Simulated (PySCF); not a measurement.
Computed magnetic data of one metal complex (SC-NEVPT2 in the d shell, PySCF, with spin-orbit coupling):

```json
{"T / K": "2", "χT / cm³ K mol⁻¹": "0.020", "μeff / μB": "0.40"}
{"T / K": "5", "χT / cm³ K mol⁻¹": "0.050", "μeff / μB": "0.63"}
{"T / K": "10", "χT / cm³ K mol⁻¹": "0.095", "μeff / μB": "0.87"}
{"T / K": "20", "χT / cm³ K mol⁻¹": "0.145", "μeff / μB": "1.08"}
{"T / K": "30", "χT / cm³ K mol⁻¹": "0.168", "μeff / μB": "1.16"}
{"T / K": "50", "χT / cm³ K mol⁻¹": "0.194", "μeff / μB": "1.25"}
{"T / K": "75", "χT / cm³ K mol⁻¹": "0.220", "μeff / μB": "1.32"}
{"T / K": "100", "χT / cm³ K mol⁻¹": "0.243", "μeff / μB": "1.39"}
{"T / K": "150", "χT / cm³ K mol⁻¹": "0.288", "μeff / μB": "1.52"}
{"T / K": "200", "χT / cm³ K mol⁻¹": "0.333", "μeff / μB": "1.63"}
{"T / K": "250", "χT / cm³ K mol⁻¹": "0.378", "μeff / μB": "1.74"}
{"T / K": "300", "χT / cm³ K mol⁻¹": "0.421", "μeff / μB": "1.84"}
```

Powder magnetisation at 2 K: 0.01 μB at 0.5 T, 0.02 μB at 1 T, 0.04 μB at 2 T, 0.05 μB at 3 T, 0.09 μB at 5 T, 0.13 μB at 7 T.

Q: Which of these complexes, all computed at model or optimised geometries, gave the data?
A. [V(NH3)4]3+ (d2, tetrahedral)
B. NiBr2 (d8, linear)
C. [NiI3]- (d8, trigonal planar)
D. [MoCl6]2- (d2, octahedral)

A: D. [MoCl6]2- (d2, octahedral) has NEVPT2: 2S+1 = 3, 1.84 μB at 300 K, 0.87 μB at 10 K, 0.13 μB at 7 T. The others: [NiI3]- (d8, trigonal planar) has NEVPT2: 2S+1 = 3, 5.26 μB at 300 K, 4.85 μB at 10 K, 2.42 μB at 7 T; [V(NH3)4]3+ (d2, tetrahedral) has NEVPT2: 2S+1 = 3, 2.81 μB at 300 K, 2.76 μB at 10 K, 1.93 μB at 7 T; NiBr2 (d8, linear) has NEVPT2: 2S+1 = 3, 4.87 μB at 300 K, 1.51 μB at 10 K, 0.36 μB at 7 T.

The d shell alone is too small an active space for [MoCl6]2- (an active orbital has only 0.60 squared overlap with the free ion's shell): its levels, fitted parameters, g values and moments show what this model gives and aren't sound predictions.

On [MoCl6]2-: The ground state is orbitally degenerate in this regular structure, which would distort (Jahn–Teller), so its moment is that of the undistorted model.
